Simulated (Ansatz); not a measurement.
Ge(vinyl)2(NMe2)2 (C₈H₁₈GeN₂), relaxed as a singlet with RKS PBE-D4/def2-SVP in Ansatz, starting from the GFN2-xTB geometry. Force threshold 0.03 eV/Å.

Start:

```xyz
29

Ge    0.2614   -0.0697   -0.3902
C     1.3227    1.2653   -1.4155
C     1.2910    1.3768   -2.7317
H     1.9794    1.9122   -0.8461
H     0.6526    0.7512   -3.3341
H     1.8882    2.1022   -3.2664
C     0.3948   -1.8801   -1.1618
C     0.4030   -2.9972   -0.4563
H     0.4408   -1.9331   -2.2420
H     0.3600   -2.9732    0.6214
H     0.4554   -3.9753   -0.9133
N    -1.5068    0.4198   -0.5576
C    -1.9144    1.8044   -0.6034
C    -2.5314   -0.4352   -0.0051
H    -2.8013    1.9053   -1.2374
H    -1.1111    2.4015   -1.0322
H    -2.1633    2.2081    0.3876
H    -2.1774   -1.4646   -0.0092
H    -2.7990   -0.1612    1.0241
H    -3.4360   -0.3705   -0.6184
N     0.7624   -0.2474    1.4037
C     2.1077   -0.6894    1.6932
C     0.2847    0.6922    2.3917
H     2.8197    0.1445    1.7609
H     2.4418   -1.3661    0.9086
H     2.1226   -1.2226    2.6491
H    -0.7204    1.0147    2.1279
H     0.2472    0.2067    3.3725
H     0.9258    1.5805    2.4801
```

```json
{"step": "1", "energy (eV)": "-68047.4349", "largest force component (eV/Å)": "1.533", "SCF passes": "23"}
{"step": "2", "energy (eV)": "-68047.6570", "largest force component (eV/Å)": "0.419", "SCF passes": "22"}
{"step": "3", "energy (eV)": "-68047.6580", "largest force component (eV/Å)": "0.396", "SCF passes": "20"}
{"step": "4", "energy (eV)": "-68047.6719", "largest force component (eV/Å)": "0.407", "SCF passes": "21"}
{"step": "5 (rejected)", "energy (eV)": "-68047.6376", "largest force component (eV/Å)": "0.645", "SCF passes": "19"}
{"step": "6", "energy (eV)": "-68047.6741", "largest force component (eV/Å)": "0.113", "SCF passes": "22"}
{"step": "7", "energy (eV)": "-68047.6800", "largest force component (eV/Å)": "0.060", "SCF passes": "21"}
{"step": "8", "energy (eV)": "-68047.6827", "largest force component (eV/Å)": "0.023", "SCF passes": "22"}
```

Force components are those of the run's own axes.

End:

```xyz
29

Ge    0.2700   -0.0974   -0.4138
C     1.3484    1.2102   -1.4024
C     1.2567    1.3966   -2.7330
H     2.0933    1.7980   -0.8334
H     0.5323    0.8422   -3.3566
H     1.8969    2.1192   -3.2709
C     0.4182   -1.8883   -1.1770
C     0.3740   -2.9980   -0.4157
H     0.5220   -1.9817   -2.2733
H     0.2778   -2.9273    0.6823
H     0.4386   -4.0131   -0.8460
N    -1.4987    0.4391   -0.4887
C    -1.8791    1.8319   -0.5647
C    -2.5364   -0.4468   -0.0087
H    -2.7675    1.9660   -1.2275
H    -1.0552    2.4394   -0.9895
H    -2.1512    2.2762    0.4283
H    -2.1986   -1.5021   -0.0476
H    -2.8534   -0.2333    1.0453
H    -3.4522   -0.3664   -0.6422
N     0.7917   -0.2569    1.3745
C     2.1535   -0.6532    1.6668
C     0.2256    0.6554    2.3452
H     2.8763    0.2047    1.7059
H     2.5248   -1.3696    0.9053
H     2.2156   -1.1644    2.6572
H    -0.8111    0.9260    2.0615
H     0.1834    0.1836    3.3559
H     0.8041    1.6101    2.4628
```

By distances, no bond broke or formed. The bond that changes most is Ge1–C2, from 1.99 to 1.96 Å (atoms count from 1).

No frequencies were taken in this run, so the end may be a saddle point.

Hardware: 2 threads of AMD EPYC 7R13 on a shared host and a share (18 GiB) of an NVIDIA H100 80GB HBM3. Wall time 23 s, peak host memory 0.92 GiB.
